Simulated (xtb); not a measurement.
CS2, charge +1, doublet, geometry from GFN2-xTB (a state made from the parent by changing its charge; the spin is typed, not shown lowest); GFN0-xTB (xtb).

The xtb input:
```
$ xtb mol.xyz --gfn 0 --chrg 1 --uhf 1 --json

# file mol.xyz
3

S     -0.00000000    -0.00000000    -1.55963386
C      0.00000000     0.00000000     0.00000000
S      0.00000000     0.00000000     1.55963386
```

The log (banner, timings and long lists left out):

```
   ID    Z sym.   atoms
    1   16 S      1, 3
    2    6 C      2

           -------------------------------------------------
          |                Calculation Setup                |
           -------------------------------------------------

           -------------------------------------------------
          |                 G F N 0 - x T B                 |
           -------------------------------------------------

          ...................................................
          :                      SETUP                      :
          :.................................................:
          :  # basis functions                  24          :
          :  # atomic orbitals                  22          :
          :  # shells                            8          :
          :  # electrons                        15          :
          :  electronic temp.          300.0000000     K    :
          :  accuracy                    1.0000000          :
          :  -> integral cutoff          0.2500000E+02      :
          :  -> integral neglect         0.1000000E-07      :
          ...................................................

         :::::::::::::::::::::::::::::::::::::::::::::::::::::
         ::                     SUMMARY                     ::
         :::::::::::::::::::::::::::::::::::::::::::::::::::::
         :: total energy              -6.699685579886 Eh    ::
         :: gradient norm              0.005781800926 Eh/a0 ::
         :: HOMO-LUMO gap              3.287586391276 eV    ::
         ::.................................................::
         :: H0 energy                 -8.241075521446 Eh    ::
         :: repulsion energy           0.078595412588 Eh    ::
         :: electrostat energy         1.463387489830 Eh    ::
         :: -> Gsolv                   0.000000000000 Eh    ::
         ::    -> Gsasa                0.000000000000 Eh    ::
         ::    -> Gshift               0.000000000000 Eh    ::
         :: dispersion energy         -0.000592960858 Eh    ::
         :: short-range corr.          0.000000000000 Eh    ::
         :: add. restraining           0.000000000000 Eh    ::
         :: total charge               1.000000000000 e     ::
         :::::::::::::::::::::::::::::::::::::::::::::::::::::

           -------------------------------------------------
          |                Property Printout                |
[...]
        10                         -0.2857449              -7.7755
        11                         -0.1904543              -5.1825
        12                         -0.1256610              -3.4194
        13                         -0.0396375              -1.0786
        14                         -0.0396375              -1.0786
        15                         -0.0371391              -1.0106
        16                         -0.0371391              -1.0106
        17                         -0.0296481              -0.8068
        18                         -0.0296481              -0.8068
        19                          0.1818849               4.9493
       ...                                ...                  ...
        22                          1.2566440              34.1950
      -------------------------------------------------------------
                  HL-Gap            0.1208166 Eh            3.2876 eV
             Fermi-level            0.0000000 Eh            0.0000 eV

     #   Z          covCN         q      C6AA      α(0)
     1  16 S        1.035     0.409   123.581    18.805
     2   6 C        1.953     0.183    27.193     8.411
     3  16 S        1.035     0.409   123.581    18.805

 Mol. C6AA /au·bohr⁶  :        752.972932
 Mol. C8AA /au·bohr⁸  :      33716.426556
 Mol. α(0) /au        :         46.021808

Wiberg/Mayer (AO) data.
largest (>0.10) Wiberg bond orders for each atom

 ---------------------------------------------------------------------------
     #   Z sym  total        # sym  WBO       # sym  WBO       # sym  WBO
 ---------------------------------------------------------------------------
     1  16 S    2.229 --     2 C    1.940     3 S    0.290
     2   6 C    3.879 --     3 S    1.940     1 S    1.940
     3  16 S    2.229 --     2 C    1.940     1 S    0.290
 ---------------------------------------------------------------------------

Topologies differ in total number of bonds
Writing topology from bond orders to xtbtopo.mol

 dipole moment from electron density (au)
     X       Y       Z
   0.0000  -0.0000  -0.0000  total (Debye):    0.000

           -------------------------------------------------
          | TOTAL ENERGY               -6.699685579886 Eh   |
          | GRADIENT NORM               0.005781800926 Eh/α |
          | HOMO-LUMO GAP               3.287586391276 eV   |
           -------------------------------------------------

normal termination of xtb
```
